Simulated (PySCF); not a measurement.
Multinuclear NMR of C6H10N2Si

Molfile (atoms numbered from 1):
```
C6H10N2Si
     RDKit          3D

 19 20  0  0  0  0  0  0  0  0999 V2000
    2.7546    0.6057   -0.5697 C   0  0  0  0  0  0  0  0  0  0  0  0
    1.3937    0.7953   -0.1157 N   0  0  0  0  0  0  0  0  0  0  0  0
    0.7239   -0.4312    0.1979 C   0  0  2  0  0  0  0  0  0  0  0  0
   -0.1372   -1.5490   -1.1195 Si  0  0  0  0  0  4  0  0  0  0  0  0
   -0.7867   -0.4244    0.2245 C   0  0  1  0  0  0  0  0  0  0  0  0
   -1.7112   -0.3772    1.3818 C   0  0  0  0  0  0  0  0  0  0  0  0
   -1.6781    0.7742    0.3977 C   0  0  2  0  0  0  0  0  0  0  0  0
   -2.7675    0.9542   -0.4893 C   0  0  0  0  0  0  0  0  0  0  0  0
   -3.6419    1.0920   -1.2175 N   0  0  0  0  0  0  0  0  0  0  0  0
    2.8254   -0.0568   -1.4465 H   0  0  0  0  0  0  0  0  0  0  0  0
    3.1869    1.5733   -0.8177 H   0  0  0  0  0  0  0  0  0  0  0  0
    3.3322    0.1604    0.2407 H   0  0  0  0  0  0  0  0  0  0  0  0
    0.8630    1.3077   -0.8146 H   0  0  0  0  0  0  0  0  0  0  0  0
    1.1978   -0.9023    1.0574 H   0  0  0  0  0  0  0  0  0  0  0  0
   -0.2099   -1.0300   -2.4719 H   0  0  0  0  0  0  0  0  0  0  0  0
   -0.2482   -2.9757   -0.8965 H   0  0  0  0  0  0  0  0  0  0  0  0
   -2.5833   -1.0171    1.3769 H   0  0  0  0  0  0  0  0  0  0  0  0
   -1.3070   -0.1914    2.3677 H   0  0  0  0  0  0  0  0  0  0  0  0
   -1.2161    1.7016    0.7219 H   0  0  0  0  0  0  0  0  0  0  0  0
  1  2  1  0
  2  3  1  0
  3  4  1  0
  4  5  1  0
  5  6  1  1
  6  7  1  0
  7  8  1  0
  8  9  3  0
  5  3  1  0
  7  5  1  0
  1 10  1  0
  1 11  1  0
  1 12  1  0
  2 13  1  0
  3 14  1  1
  4 15  1  0
  4 16  1  0
  6 17  1  0
  6 18  1  0
  7 19  1  1
M  END
```

Theory: PBE0/pcSseg-1 with gauge-including orbitals, coordinates at the GFN2-xTB level, in PySCF 2.14 (no solvent, equivalent nuclei averaged, relativity neglected, one computed conformer).

Problem. Where does 29Si resonate?

Solution. 
```json
{"atoms": "Si4", "environment": "silicon bonded to 2 C, 2 H, in a 3-membered ring", "σ (ppm)": "482.4", "δ (ppm)": "-116.5"}
```

Shieldings were converted by a linear fit to measured shifts: 29Si: δ = 279.94 − 0.822σ (rms 8.9 ppm, 72 shifts, 25.8 ppm with the 6 outliers that the fit left out vs TMS, solution or neat liquid). Occasional misses reach two or three times the rms, and more in compound classes unlike the fitted ones.

On a 400 MHz spectrometer 29Si resonates near 79.5 MHz, so 1 ppm is 79.5 Hz.

Problem. What are the 15N shifts?

Solution. 
```json
{"atoms": "N9", "environment": "nitrile nitrogen", "σ (ppm)": "-22.7", "δ (ppm)": "-127.1"}
{"atoms": "N2", "environment": "amine nitrogen", "σ (ppm)": "216.6", "δ (ppm)": "-347.6"}
```

Shieldings were converted by a linear fit to measured shifts: 15N (scatter 6.3 ppm rms vs CH3NO2, solution or neat liquid). A few per cent of atoms miss by over 2 rms, more outside the fitted compound classes.

On a 500 MHz spectrometer 15N resonates near 50.7 MHz, so 1 ppm is 50.7 Hz.
